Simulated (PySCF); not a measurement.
Bond curve of AgO

Set-up: Ag x2c-TZVPPall, O x2c-TZVPPall; spin-free X2C with a Gaussian nucleus (PySCF 2.14). Energies in eV from Ag (4d10 5s1) + O in their ground configurations at the same level. State: ²Π (doublet), unpaired electrons π ↑.

All columns are PBEsol. A positive dipole means Ag(−)O(+).

```tsv
R (Å)	E (eV)	μ (D)	Mulliken charge on Ag (basis-dependent)	HOMO (eV)	LUMO (eV)	Mayer bond order	⟨S²⟩
1.723	-2.113	-3.74	0.39	-5.54	-5.20	1.52	0.76
1.803	-2.441	-3.94	0.38	-5.49	-5.09	1.40	0.76
1.883	-2.585	-4.11	0.37	-5.43	-4.98	1.30	0.77
1.943	-2.611	-4.22	0.37	-5.39	-4.89	1.22	0.77
2.003	-2.587	-4.32	0.37	-5.34	-4.81	1.16	0.77
2.063	-2.528	-4.41	0.37	-5.29	-4.73	1.11	0.78
2.143	-2.412	-4.52	0.37	-5.22	-4.64	1.05	0.78
2.243	-2.231	-4.65	0.37	-5.14	-4.52	0.99	0.80
2.364	-1.989	-4.77	0.37	-5.06	-4.41	0.94	0.82
2.524	-1.665	-4.85	0.36	-4.98	-4.38	0.87	0.88
```

A fit through these points gives, at Re = 1.941 Å, μ = -4.22 D and dμ/dR = -1.70 D/Å; the reduced mass is 13.91 u.

Problem. How strong is the fundamental in the double-harmonic approximation, I = 42.26·(dμ/dR)²/μred km/mol?

Solution. I = 42.26·(-1.70)²/13.91 = 8.78 km/mol at PBEsol.

⟨S²⟩ of the unrestricted solution departs from its pure value on part of the curve, where spin states mix. Spin–orbit coupling is left out, which matters for elements this heavy, above all for dissociation energies. With d or f electrons several states lie close, and the lowest PBE0 determinant need not be the measured ground state.
